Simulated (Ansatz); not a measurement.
This geometry of BF2H3OSSi (9 atoms, charge 0, multiplicity 1) is a first-order saddle point.

Method: RKS B3LYP/6-31G in Ansatz.

```xyz
9
Properties=species:S:1:pos:R:3
O 2.114 0.018 0.382
B 1.024 -0.741 0.459
F 1.030 -1.898 1.203
Si -0.741 -0.202 -0.390
F -0.526 -0.033 -2.083
S -1.260 1.779 0.515
H 2.931 0.320 -0.007
H -1.898 -1.141 -0.236
H -2.585 1.851 0.139
```

Which two structures does it join? (They come from a converged band through this point; their orientation in space is the band's.)

No bond is made or broken. The dihedral H7–O1–B2–F3 goes from -180 to 0°.

Image 0:

```xyz
9
Properties=species:S:1:pos:R:3
O 2.234 -0.569 0.022
B 1.046 -0.738 0.652
F 1.019 -1.356 1.864
Si -0.620 -0.066 -0.282
F 0.133 0.543 -1.714
S -1.583 1.560 0.896
H 2.245 -0.121 -0.845
H -1.660 -1.036 -0.755
H -2.726 1.737 0.144
```

Image 8:

```xyz
9
Properties=species:S:1:pos:R:3
O 2.075 0.165 0.251
B 1.034 -0.701 0.283
F 1.182 -1.953 0.835
Si -0.766 -0.136 -0.442
F -0.717 0.013 -2.146
S -1.214 1.836 0.504
H 2.953 -0.064 0.608
H -1.888 -1.093 -0.170
H -2.571 1.886 0.259
```

How far does it lie above each of them?

0.38 eV above the first and 0.35 eV above the second. This is the barrier of this one path; another mechanism may lie lower. Limits of this set-up: no polarisation functions.

Run time: 19 min on 1 thread of Arm Neoverse V2, with other jobs on the host, peak memory 0.16 GiB.
